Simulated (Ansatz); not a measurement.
Diatomic CrH, multiplicity 6 (the spin of the measured ground state). No spin–orbit coupling. Cr is treated without relativity. The T1 diagnostic near the minimum is 0.119, so single-reference values are doubtful.

Constants: fifth-degree fit in 1/R to seven points, most abundant isotopes. In def2 and cc sets the state is the lowest found near the PBE0 minimum, followed along R.

Correlated levels freeze the inner cores; with def2 sets outer-core shells near the valence are correlated too. CBS: X⁻³ extrapolation of the correlation energy, Hartree–Fock from the larger set.

The values were computed with Ansatz (a first-principles code). Values without a source in brackets are computed.

D_e counts from each atom's lowest state at the same level, without counterpoise or zero-point energy.

| level | r_e (Å) | ω_e (cm⁻¹) | ω_e x_e (cm⁻¹) | D_e (eV) | dipole (D) |
|---|---|---|---|---|---|
| B97M-V/def2-TZVPP | 1.684 | ___ | 28 | 2.18 | 3.14 |
| B3LYP/def2-TZVPP | 1.659 | 1633 | 28 | 2.37 | 3.10 |
| BHLYP/def2-TZVPP | 1.673 | 1611 | 29 | 2.22 | 3.69 |
| CAM-B3LYP/def2-TZVPP | 1.659 | 1651 | 27 | 2.41 | 3.41 |
| B2PLYP/def2-TZVPP | 1.657 | 1652 | 26 | - | - |
| CCSD/def2-TZVPP | 1.652 | 1681 | 31 | 2.11 | - |
| CCSD(T)/def2-TZVPP | 1.637 | 1737 | 31 | 2.17 | - |
| CCSD(T)/CBS(def2-TZVPP, def2-QZVPP) | ___ | ___ | 41 | - | - |

Problem. Fill in the missing entries.

Solution. 
- CCSD(T)/CBS(def2-TZVPP, def2-QZVPP), r_e (Å): 1.627
- CCSD(T)/CBS(def2-TZVPP, def2-QZVPP), ω_e (cm⁻¹): 1854
- B97M-V/def2-TZVPP, ω_e (cm⁻¹): 1555

Measured for the ground state: r_e 1.6557 Å, B_e 6.22 cm-1, α_e 0.179 cm-1 [Huber and Herzberg (1979), NIST Chemistry WebBook]. D_0 1.93 ± 0.069 eV (a handbook's tabulated 298 K bond energy less 3RT/2; such tables hold older values) [Luo, bond dissociation energies, CRC Handbook].

Doubts at one or more of the structures used: T1 above 0.05 (CCSD/def2-TZVPP, CCSD(T)/def2-TZVPP, CCSD(T)/CBS(def2-TZVPP, def2-QZVPP)).
